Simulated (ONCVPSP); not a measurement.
**Transferability test, ONCV potential for S (Z = 16)**

```
Element                 : sulfur (S)
Generator               : ONCVPSP 4.0.1
Type                    : optimised norm-conserving Vanderbilt (ONCV)
Functional              : BLYP
Relativity              : scalar-relativistic
Frozen core             : [Ne]
Valence charge          : 6
Reference configuration : 3s2 3p4
Partial waves           : 3s: rc 1.35 bohr, ncon 4, nbas 7, qcut 4.6 1/bohr, 2 projectors, debl 0.8 Ha; 3p: rc 1.75 bohr, ncon 3, nbas 7, qcut 4 1/bohr, 1 projector; d scattering state at 0.03 Ha: rc 1.45 bohr, ncon 4, nbas 9, qcut 5.8 1/bohr, 3 projectors, debl 2.9 Ha
Local potential         : polynomial inside 1.00 bohr (lpopt 2, dvloc0 2 Ha)
Core correction         : none
```

Energies are relative to the spin-unpolarised reference configuration 3s2 3p4; without spin polarisation the order of configurations can differ from experiment.

| valence configuration | charge | ΔE all-electron (eV) | error AE − PS (meV) |
| --- | --- | --- | --- |
| 3s2 3p2 | +2 | 33.756 | +22 |
| 3s1 3p5 | 0 | 10.316 | +3.4 |

What are ΔE and the potential's error for 3s2 3p3?

ΔE = 11.619 eV all-electron; the error (AE − PS) is +3.5 meV.

What are ΔE and the potential's error for 3s2 3p1?

ΔE = 67.683 eV all-electron; the error (AE − PS) is +74 meV.

Levels in the configuration 3s2 3p1:

| level | all-electron (eV) | pseudo (eV) |
| --- | --- | --- |
| 3s | -52.132 | -52.015 |
| 3p | -40.189 | -40.108 |
